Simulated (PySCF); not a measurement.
Relaxation of triplet NbS₂⁻

Computed with UPBE0 in PySCF with Nb def2-SVPD with ECP28, S def2-SVPD; scalar-relativistic core potentials, no spin–orbit coupling; density-fitted integrals. A (50,194) grid was used.

A start displaced from a saddle point along its imaginary mode, of C2v symmetry, held to at least that symmetry:

```xyz
3
charge -1 multiplicity 3, angstrom
Nb   -0.1721    0.0000    0.0000
S     0.2500    0.0000    2.2599
S     0.2500    0.0000   -2.2599
```

(1) What forces act on the atoms at the start (eV/Å)?

(2) What does it relax to?

(3) How much energy is released, and in how many steps?

Answers

(1) 
```
atom     Fx    Fy     Fz
 Nb1  -0.05  0.00   0.00
  S2   0.03  0.00  -1.03
  S3   0.03  0.00   1.03
```

(2) It ends at C2v with Nb–S 2.212 Å (×2); S–Nb–S 125.3° (after a last refinement on a finer grid). A frequency run shows a minimum. Other isomers or separated fragments may lie lower.

(3) 31.9 kJ/mol in 8 steps.

Other spin states or occupations of the open shell can lie lower.

The relaxation took of the order of 50 core-seconds on a shared host.
